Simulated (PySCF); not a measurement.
**TPSS on Fe⁺ (iron, charge +1)**

Configuration: [Ar] 3d5 4s2, high-spin 6S determinant (an excited configuration). All numbers are calculated (PySCF 2.14, the spin-free X2C one-electron Hamiltonian (Gaussian nucleus), in aug-cc-pVTZ-DK (8s7p5d3f2g, 93 functions)).

```
Total energy                        : -1272.213 hartree
One-electron energy                 : -1741.632 hartree
Hartree (Coulomb) energy            : 525.191 hartree
Exchange-correlation energy         : -55.772 hartree
⟨S²⟩                                : 8.7558
⟨L²⟩                                : 0.000
Sum of ⟨r⟩                          : 19.02 bohr
Sum of ⟨r²⟩                         : 29.09 bohr²
Langevin diamagnetic susceptibility : -23.0 ×10⁻⁶ cm³/mol
```

```
shell  electrons  mean orbital energy (eV)  rms radius, mean of both spins (bohr)
 1s α          1                   -7022.2                                 0.0675
 1s β          1                   -7022.1                                 0.0675
 2s α          1                   -838.50                                  0.289
 2s β          1                   -836.13                                  0.289
 2p α          3                   -715.33                                  0.261
 2p β          3                   -713.39                                  0.261
 3s α          1                   -112.26                                  0.865
 3s β          1                   -106.22                                  0.865
 3p α          3                   -77.525                                  0.921
 3p β          3                   -71.507                                  0.921
 3d α          5                   -23.430                                   1.14
 4s α          1                   -14.533                                   2.77
 4s β          1                   -13.297                                   2.77
```

Densities and radii are taken from the X2C orbitals without a picture-change correction, which distorts them close to the nucleus.
